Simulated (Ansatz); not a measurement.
Program: Ansatz. Geometries: PBE0-D4/def2-TZVP. ΔE: electronic, gas phase. CCSD(T)/CBS adds triple-zeta CCSD(T) − MP2 to the extrapolated MP2 energy (def2 sets, frozen cores). This one scheme is used for every species, atoms too. Functionals use def2-TZVPP. HSE06 is defined as in plane-wave codes. No spin–orbit coupling; open shells (•) take unrestricted orbitals. def2 core potentials past Kr. Bonds to In are less sure, by a few kJ/mol each and by 10 to 20 or more in all where they break to atoms, as the def2 sets lack core-valence functions. One conformer a species, not always the lowest.

Reaction (hydrogen abstraction from the In–H bond): `[NH2][InH][Cl]` + H• → `[NH2][In][Cl]`• + H₂

```tsv
level	ΔE (kcal/mol)	difference from CCSD(T)/CBS
PBE-D4	-38.1	-2.9
revPBE-D4	-40.7	-5.5
B97M-V	-35.0	0.2
HSE06-D4	-35.3	-0.1
B2PLYP	-37.8	-2.6
PBE	-38.2	-3.0
PBE0	-35.3	-0.1
HSE06	-35.4	-0.2
BHLYP	-37.0	-1.8
CCSD/def2-SVP	-33.1	2.1
CCSD(T)/def2-SVP	-33.5	1.7
MP2/def2-TZVPP	-32.2	3.0
SCS-MP2/def2-TZVPP	-33.8	1.4
CCSD/def2-TZVPP	-35.0	0.2
HF/def2-QZVPP	-28.6	6.6
HF/CBS(def2)	-28.6	6.6
CCSD(T)/CBS	-35.2	0
```

(1) What do rigid-rotor, harmonic-oscillator terms from PBE0-D4/def2-TZVP frequencies (298.15 K, 1 bar) make of the CCSD(T)/CBS value? (Best estimate.)

Largest T1 diagnostic among the species: 0.019.

## Answers

(1) Ansatz gave: ΔZPE = +2.0 kcal/mol, ΔH = -32.9 kcal/mol, ΔS = 16 J/(mol·K), ΔG = -34.0 kcal/mol. Open shells count their whole term as degenerate.

From BLYP to BHLYP (50 % exact exchange), in def2-TZVPP and without D4, ΔE moves by +6.9 kcal/mol. In def2-TZVPP, CCSD(T) changes the Hartree–Fock value by −6.6 kcal/mol (the triples alone add −0.1 kcal/mol) and MP2 by −3.7 kcal/mol. Leaving LDA and LC-ωPBE aside and taking each functional with its dispersion term where it has one, the values, not all of them listed here, spread over 11.1 kcal/mol, from BLYP-D4 to ωB97X-V. LDA lies +3.0 kcal/mol from PBE without D4.
